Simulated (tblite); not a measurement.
Compound: C6H7OP.
Z-matrix (Å and degrees, GFN2-xTB geometry), rows numbered from 1:
```
C 
O   1  1.4031
C   2  1.3593  1  116.96
C   3  1.3913  2  114.81  1  -179.90
C   4  1.3790  3  124.23  2   179.96
C   5  1.3887  4  122.75  3     0.00
C   6  1.3754  5  122.76  4     0.01
P   7  1.7329  6  126.53  5     0.01
H   1  1.0885  2  106.37  3   179.94
H   1  1.0960  2  111.08  3    60.47
H   1  1.0960  2  111.10  3   -60.57
H   4  1.0814  3  116.14  2    -0.00
H   5  1.0804  4  118.40  3   179.99
H   6  1.0820  5  118.57  4  -179.95
H   7  1.0837  6  118.73  5  -179.99
```

Computed values, GFN2-xTB/tblite, gas phase, harmonic and unscaled. Errors from tens to a few hundred cm⁻¹ against measured bands are possible. One conformer, not necessarily the lowest.

Task: How many normal modes are there?

Result: 15 atoms, non-linear: 3N − 6 = 39.

Task: What is the point group of the computed structure, and how do the modes divide by symmetry?

Result: Cs. The vibrations span 26 a′ + 13 a″.

Task: How many distinct wavenumbers does the calculation give?

Result: 39: Cs has no degenerate species.

Task: How many fundamentals are allowed in the infrared by symmetry?

Result: 39 of 39: in Cs every mode is allowed. All fundamentals are allowed in the Raman spectrum.

Task: How far is the lowest real mode excited at 298.15 K, as a harmonic oscillator?

Result: θ = hcν̃/k = 146 K for 101.8 cm⁻¹, so N1/N0 = 0.61 and ⟨v⟩ = 1/(exp(θ/T) − 1) = 1.6.
